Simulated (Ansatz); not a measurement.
AlH5OSi2 (`[O]1[AlH][SiH2][SiH2]1`), relaxed with RKS PBE0-D4/def2-TZVP in the Gaussian-basis code of Ansatz from a PBE-D4/def2-SVP geometry. The force threshold is 0.005 eV/Å; the program also tests the step.

Charge 0, multiplicity 1.

Start:

```xyz
9

O    -0.960    1.363    0.040
Al   -1.566   -0.148    0.708
Si    0.552   -1.246    0.116
Si    0.610    1.036   -0.552
H    -3.024   -0.248    1.347
H     0.576   -2.286   -0.975
H     1.498   -1.652    1.217
H     1.632    1.903    0.135
H     0.683    1.279   -2.036
```

```tsv
step	energy (eV)	largest force (eV/Å)	largest move (Å)
1	-24472.1389	0.893	0.000
2	-24472.1786	0.540	0.027
3	-24472.1909	0.057	0.016
4	-24472.1914	0.021	0.009
5	-24472.1915	0.006	0.004
6	-24472.1915	0.001	0.005
```

End:

```xyz
9

O    -0.939    1.332    0.023
Al   -1.549   -0.137    0.699
Si    0.554   -1.240    0.117
Si    0.597    1.026   -0.546
H    -2.990   -0.235    1.339
H     0.567   -2.265   -0.962
H     1.487   -1.647    1.203
H     1.596    1.889    0.140
H     0.676    1.276   -2.011
```

It took 31 s on 2 threads of an Arm Neoverse V1 on a shared host, with 0.42 GiB of host memory at the peak.
